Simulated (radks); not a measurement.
Question: Mg7+, configuration [He] 2s2 2p1. All-electron calculation, Dirac Kohn-Sham, PBE, spin-unpolarised, spherical densities, finite nucleus; open shells are shared between the two j in proportion to 2j + 1; Fermi nuclear charge, rms radius 3.057 fm. Program: a radial shooting solver on a logarithmic mesh with Libxc functionals. Some entries of the table are withheld. Estimate them.

orbital,occ.,eigenvalue (eV),<r> (bohr),<r^2> (bohr^2)
1s1/2,2,-1512.780,(1),0.02272
2s1/2,2,-269.5623,0.5888,0.4069
2p1/2,0.333333,(2),0.5239,(3)
2p3/2,0.666667,(4),0.5251,(5)

Answer: 
(1) 1s1/2 <r> (bohr): 0.1300
(2) 2p1/2 eigenvalue (eV): -243.7003
(3) 2p1/2 <r^2> (bohr^2): 0.3341
(4) 2p3/2 eigenvalue (eV): -243.2146
(5) 2p3/2 <r^2> (bohr^2): 0.3355
